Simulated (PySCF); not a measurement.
Compound: C5H4F2S.
Bonds: F1–C2, C2–F3, C2–C4, C4–C5 (aromatic), C5–C6 (aromatic), C6–S7 (aromatic), S7–C8 (aromatic), C4–C8 (aromatic). Hydrogens: H9 on C2; H10 on C5; H11 on C6; H12 on C8.

Jobs on this species (12 atoms, 68 electrons) with PySCF (density fitting). Hardware of each: an Arm Neoverse V1 with one thread, shared host. Times come from a shared host and carry two figures at best.

```csv
level and settings,work,basis functions,SCF cycles,wall time
CAM-B3LYP/def2-SVPD,"8 singlets by full TDDFT, 3 Tamm–Dancoff triplets, polarisability",205,?,?
PBE0/def2-SVPD,"6 singlets by full TDDFT, 2 Tamm–Dancoff triplets, polarisability, density and orbital grids written",205,14,32 s
LC-wPBE/aug-cc-pVDZ,"shieldings, ring-centre shieldings, charges and field gradients",224,14,53 s
"PBE0/def2-SVPD, grid level 3, start guess huckel","6 singlets by full TDDFT, 5 Tamm–Dancoff triplets, polarisability",205,15,39 s
PBE0/pcSseg-1,"shieldings, ring-centre shieldings, charges and field gradients",163,14,20 s
PBE0/pcSseg-1,"shieldings, ring-centre shieldings, charges and field gradients, density and orbital grids written",163,14,22 s
"wB97X/aug-pcSseg-1, fitting basis def2-universal-jkfit","shieldings, ring-centre shieldings",251,11,41 s
```

Question: Fill in the missing figures.

Answer: 
- CAM-B3LYP/def2-SVPD; 8 singlets by full TDDFT, 3 Tamm–Dancoff triplets, polarisability: 41 s, 13 SCF cycles

Question: What do all jobs in the table cost together?

Answer: About 4.1 min; the longest takes about 21 % of that, and about 2.6 times as long as the shortest.
